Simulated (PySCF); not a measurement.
# Radial density of N (nitrogen, neutral)

UHF, [He] 2s1 2p4, 2s spin antiparallel (an excited configuration). All numbers are calculated (PySCF 2.14, no relativity, point nucleus, in aug-cc-pwCVTZ (7s6p4d2f, 59 functions)).

| r (bohr) | 4πr²ρ (e/bohr) | 4πr²(ρα − ρβ) |
| --- | --- | --- |
| 0.00424 | 0.04269 | -0.0013 |
| 0.00713 | 0.1165 | -0.0035 |
| 0.0120 | 0.3069 | -0.0091 |
| 0.0202 | 0.7759 | -0.0229 |
| 0.0339 | 1.811 | -0.0527 |
| 0.0571 | 3.725 | -0.1045 |
| 0.0960 | 6.179 | -0.1538 |
| 0.161 | 7.246 | -0.0965 |
| 0.272 | 5.018 | 0.1789 |
| 0.457 | 2.495 | 0.4770 |
| 0.768 | 2.962 | 0.4339 |
| 1.29 | 2.894 | 0.3826 |
| 2.17 | 1.104 | 0.2941 |
| 3.66 | 0.1340 | 0.0630 |
| 6.15 | 0.001956 | 0.0014 |

With the s spin flipped the determinant is a mixture of two multiplicities, not a spectroscopic state.
